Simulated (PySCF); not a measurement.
AlCl, SMILES [Al][Cl] (connectivity only; charge and spin as stated), neutral, multiplicity 1.

The structure is a stationary point at PBE0-D3(BJ)/def2-TZVPD.

Level of theory: CAM-B3LYP/def2-TZVPD (PySCF).

The molecule is in vacuum.

Computed frontier levels, gap, dipole moment and polarisability:
- highest occupied level: -8.24 eV
- lowest empty level: -0.70 eV
- orbital gap: 7.54 eV
- dipole moment: 1.73 D
- quadrupole, principal values (traceless, Buckingham form, about the centre of nuclear charge): -3.40, 1.70, 1.70 D·Å
- mean static polarisability: 53.1 bohr³ (7.86 Å³)
- polarisability, principal values: 48.8, 48.8, 61.6 bohr³
